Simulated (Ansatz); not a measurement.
Gas-phase electronic energies from Ansatz, PBE0-D4/def2-TZVP geometries. CCSD(T)/CBS is the MP2 limit (def2-TZVPP, def2-QZVPP) plus CCSD(T) − MP2 in def2-TZVPP, frozen cores. This one scheme is used for every species. DFT in def2-TZVPP. Each species was taken in one conformer, which may not be the lowest.

`OB(O)F` + `O[SiH3]` → `OB(O)O[SiH3]` + H–F  (ligand exchange at a B–F bond)

`OB(O)F`:

Z-matrix (Å, degrees):
```
B
O 1 1.352
F 1 1.333 2 117.9
O 1 1.360 2 121.6 3 180.0
H 2 0.960 1 112.5 3 -180.0
H 4 0.960 1 113.1 2 -180.0
```

`O[SiH3]`:

Z-matrix (Å, degrees):
```
Si
O 1 1.648
H 1 1.489 2 111.7
H 1 1.489 2 111.7 3 120.9
H 1 1.481 2 105.9 3 -119.6
H 2 0.957 1 117.9 3 -60.5
```

`OB(O)O[SiH3]`:

Cartesian coordinates in Å:
```
O -0.375 1.441 0.820
B 0.226 0.968 -0.309
O 0.773 1.843 -1.204
O 0.273 -0.379 -0.529
Si -0.306 -1.628 0.386
H -0.352 2.399 0.876
H 1.165 1.394 -1.956
H 0.340 -1.642 1.721
H -1.778 -1.525 0.541
H 0.033 -2.871 -0.347
```

H–F:

Z-matrix (Å, degrees):
```
F
H 1 0.920
```

```csv
level,ΔE (kJ/mol)
PBE,19.3
MP2/def2-QZVPP,7.2
```

(1) What does CCSD(T)/CBS give? (Estimate.)

Largest T1 diagnostic among the species: 0.012.

## Answers

(1) The calculation gave: +7.8 kJ/mol. The listed levels differ from it by 11.5, -0.6 kJ/mol.

From BLYP to BHLYP (50 % exact exchange), in def2-TZVPP and without D4, ΔE moves by −5.2 kJ/mol. The D4 term adds −7.6 kJ/mol with B3LYP and −4.3 kJ/mol with PBE0; it sums over pairs of atoms, weighted by their polarisabilities, and B3LYP, whose exchange is more repulsive, gets the larger term. Leaving LDA and LC-ωPBE aside and taking each functional with its dispersion term where it has one, the values, not all of them listed here, spread over 6.7 kJ/mol, from BHLYP-D4 to B97M-V. LDA lies −5.8 kJ/mol from PBE without D4.

B3LYP here is the variant with VWN-RPA as its local correlation; programs differ in this.
